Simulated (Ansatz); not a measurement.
Errors in the atomisation enthalpy at 298 K

6 molecules holding an element past argon; the atomisation enthalpy at 298 K in kJ/mol, computed less measured. Shapes, held fixed at every level: PBE0-D4/def2-TZVP. Thermal terms are harmonic and unscaled (PBE0-D4/def2-TZVP); the spin-orbit lowering of the free atoms is taken from their spectra. Programs: Ansatz 0.2.0. Measured values: Active Thermochemical Tables, CRC Handbook of Chemistry and Physics, NIST-JANAF tables.

Levels: A = PBE0/cc-pVDZ; B = B3LYP-D4/def2-TZVPP; C = MP2/def2-TZVPP.

| molecule | from tabulated heats | A | B | C |
| --- | --- | --- | --- | --- |
| AsF3 (SMILES F[As](F)F) | 1326 | -94 | +13 | +41 |
| BBr2F (dibromofluoroborane) | 1388 | -12 | -24 | +44 |
| BBrCl2 (bromodichloroborane) | 1262 | +6 | -19 | +42 |
| CBr2ClF (dibromochlorofluoromethane) | 1329 | -28 | -41 | +32 |
| CBr2F2 (SMILES FC(F)(Br)Br) | 1484 | -18 | -30 | +42 |
| CBrCl2F (bromodichlorofluoromethane) | 1391 | -28 | -40 | +30 |

Q: Which level does best on this set, which worst, and which err to one side?

A: 
```json
{"level": "PBE0/cc-pVDZ", "kind": "global hybrid", "mean error": "-29.0", "mean absolute error": "31.0", "worst case": "AsF3"}
{"level": "B3LYP-D4/def2-TZVPP", "kind": "global hybrid", "mean error": "-23.5", "mean absolute error": "27.8", "worst case": "CBr2ClF"}
{"level": "MP2/def2-TZVPP", "kind": "perturbation theory", "mean error": "+38.5", "mean absolute error": "38.5", "worst case": "BBr2F"}
```

On this set B3LYP-D4/def2-TZVPP has the smallest mean absolute error and MP2/def2-TZVPP the largest. PBE0/cc-pVDZ is too low in 5 of 6; B3LYP-D4/def2-TZVPP is too low in 5 of 6; MP2/def2-TZVPP is too high in 6 of 6. The molecules' own spin-orbit binding is left out, so errors for heavy halides read too negative. The tabulated values of AsF3, BBr2F, BBrCl2 are in doubt (older tables, estimates, or at odds with other calculations) and kept here. Over the 3 molecules whose values aren't doubted the mean absolute errors are A 24.7; B 37.0; C 34.7. The smallest two are near a tie. Correlated wave functions converge slowly with the basis. Relativity is left out for As, Br. Outer-core shells of As, Br are correlated, in sets that cover them unevenly. The set is small.
